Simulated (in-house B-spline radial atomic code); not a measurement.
**Ionising the rhenium ion Re⁺ with different functionals**

Computed with a radial B-spline atomic code at the basis-set limit: scalar-relativistic (spin-free X2C) Hamiltonian, Fermi nucleus of rms radius 5.3698 fm, spin-polarised at highest spin, spherical fractional occupations for the functionals, the average over the highest-spin determinants for Hartree-Fock. The ionisation energy is the difference of two self-consistent energies, [Xe] 4f14 5d5 6s1 → [Xe] 4f14 5d5, without Breit or QED terms; ε is the level of the shell that loses the electron (its least bound occupied spin orbital). There is no spin-orbit coupling in this Hamiltonian.

```
           method                    rung  ΔSCF (eV)  -ε(6s) (eV)
     Hartree-Fock            Hartree-Fock      15.73        16.04
    HF fractional            Hartree-Fock      15.73        16.04
         LDA VWN5                     LDA      17.46        13.79
         LDA PW92                     LDA      17.45        13.79
LDA exchange-only                     LDA          ?            ?
              PBE                     GGA      17.18        13.55
           PBEsol                     GGA      17.23        13.61
             BLYP                     GGA      16.97        13.29
             RPBE                     GGA      17.08        13.48
             PW91                     GGA      17.27        13.63
             BP86                     GGA      17.31        13.69
             AM05                     GGA      17.23        13.62
             OLYP                     GGA      16.81        13.23
             TPSS                meta-GGA      16.98        13.45
             SCAN                meta-GGA      17.42        13.77
           r2SCAN                meta-GGA      17.29        13.93
          revTPSS                meta-GGA      16.97        13.46
             PBE0           global hybrid      16.90        14.29
            B3LYP           global hybrid      16.93        14.06
            TPSSh           global hybrid      16.88        13.75
           M06-2X           global hybrid      16.89        15.54
        BHandHLYP           global hybrid      16.41        14.74
          r2SCAN0           global hybrid      17.04        14.62
            B97-1           global hybrid      16.63        13.91
            HSE06  range-separated hybrid      16.91        13.88
            wB97X  range-separated hybrid          ?            ?
        CAM-B3LYP  range-separated hybrid      16.73        15.30
          LC-wPBE  range-separated hybrid      16.59        16.47
```

(1) What does wB97X give?

(2) What does LDA exchange-only give?

(3) Among the functionals, which spreads more, the ΔSCF values or the orbital energies?

(4) How do they compare with the NIST value?

Results:

(1) ΔSCF 16.16 eV, and -ε(6s) = 15.82 eV.

(2) ΔSCF 16.85 eV, and -ε(6s) = 13.20 eV.

(3) The orbital energies: ΔSCF values span about 1.30 eV and the orbital energies 3.27 eV.

(4) NIST lists 16.6 eV ± 0.5 (semi-empirical, ground level to ground level). Errors run from -0.87 to +0.86 eV; all lie within about twice that uncertainty, so the table can't rank the methods. Hartree-Fock also lacks correlation.
